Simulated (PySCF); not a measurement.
C3H8O2, SMILES CC(O)CO (connectivity only; charge and spin as stated), charge +1, multiplicity 2. Coordinates come from a PBE0-D3(BJ)/def2-SVP optimisation. The multiplicity is an assumed one; no other spin state was optimised. Other conformers were not sampled.

Computed with PBE0-D3(BJ)/def2-SVP in PySCF.

Harmonic wavenumbers (cm⁻¹): 119, 199, 211, 259, 386, 413, 464, 505, 578, 877, 935, 974, 1050, 1118, 1134, 1199, 1237, 1333, 1365, 1372, 1381, 1428, 1447, 1485, 1513, 3047, 3089, 3136, 3144, 3193, 3226, 3763, 3784. Rotational constants (GHz): 8.141, 3.341, 2.606; symmetry number 1.

Problem. Work out the zero-point energy and the ideal-gas rigid-rotor harmonic-oscillator thermochemistry at 298.15 K and 1 atm.

Solution. ZPE = ½ Σ hcν = ½ × 49364 cm⁻¹ = 70.57 kcal/mol. H − E(el) = 75.36 kcal/mol. Entropy in cal/(mol K): translation 38.90, rotation 25.92, vibration 13.56, spin 1.38, total 79.76. G − E(el) = 51.58 kcal/mol. Cp = 25.33 cal/(mol K). Modes under 150 cm⁻¹ make the vibrational entropy uncertain.
